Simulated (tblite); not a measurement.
C6H9NOSi.
Numbering: `[CH:1]#[C:2][Si@@H:3]([C:4]#[N:5])[CH2:6][CH2:7][O:8][CH3:9]` (hydrogens: H10 on C1; H11 on Si3; H12, H13 on C6; H14, H15 on C7; H16, H17, H18 on C9)

Computed geometry: GFN2-xTB, gas phase.

What internal coordinates does the optimisation give?

| bond | length (pm) |
| --- | --- |
| C1≡C2 | 120.2 |
| C2–Si3 | 185.6 |
| Si3–C4 | 187.3 |
| C4≡N5 | 114.5 |
| Si3–C6 | 191.0 |
| C6–C7 | 151.8 |
| C7–O8 | 141.4 |
| O8–C9 | 140.3 |
| C1–H10 | 105.2 |
| Si3–H11 | 146.0 |
| C6–H12 | 108.9 |
| C6–H13 | 108.8 |
| C7–H14 | 110.0 |
| C7–H15 | 110.0 |
| C9–H16, C9–H17, C9–H18 | 109.4 |

Bonds in one row agree within 1 pm and their mean is given. A selection of angles:
| angle | degrees |
| --- | --- |
| C2–C1–H10 | 179.7 |
| C1–C2–Si3 | 179.5 |
| C2–Si3–C4 | 104.2 |
| C2–Si3–C6 | 107.8 |
| C2–Si3–H11 | 111.1 |
| C4–Si3–C6 | 107.3 |
| C4–Si3–H11 | 109.9 |
| C6–Si3–H11 | 115.9 |
| Si3–C4–N5 | 177.0 |
| Si3–C6–C7 | 105.5 |
| Si3–C6–H12 | 109.8 |
| Si3–C6–H13 | 113.0 |
| C7–C6–H12 | 110.3 |
| C7–C6–H13 | 110.8 |
| H12–C6–H13 | 107.4 |
| C6–C7–O8 | 105.5 |
| C6–C7–H14 | 110.3 |
| C6–C7–H15 | 113.2 |
| O8–C7–H14 | 109.5 |
| O8–C7–H15 | 110.2 |
| H14–C7–H15 | 108.1 |
| C7–O8–C9 | 114.5 |
| O8–C9–H16 | 110.9 |
| O8–C9–H17 | 106.8 |
| H16–C9–H17 | 109.6 |

Torsions: C2–Si3–C6–C7 -157° (antiperiplanar); Si3–C6–C7–O8 -33° (synclinal); C6–C7–O8–C9 166° (antiperiplanar).

Of the pairs four or more bonds apart, C4···O8 is among the closest relative to their van der Waals radii: 2.89 Å, 90 % of the sum of Bondi's values. Si3 (SiH silicon) is distorted tetrahedral (angles from 104.2° to 115.9°). O8 (ether oxygen) is bent (angle 114.5°). The 2 C–C bonds span 1.202 Å (C1≡C2, drawn triple) to 1.518 Å (C6–C7, drawn single), a spread of 0.316 Å. The 3 C–Si bonds span 1.856 Å (C2–Si3, drawn single) to 1.910 Å (Si3–C6, drawn single), a spread of 0.054 Å.

Point group: C1 (no symmetry element, even within 0.4 Å). Its GFN2-xTB frequencies are all real (lowest 45 cm⁻¹). The numbers are those of one conformer. 3 starts were optimised and ended at 0.00, 2.61 and 3.77 kcal/mol (GFN2-xTB); the lowest of these is shown.
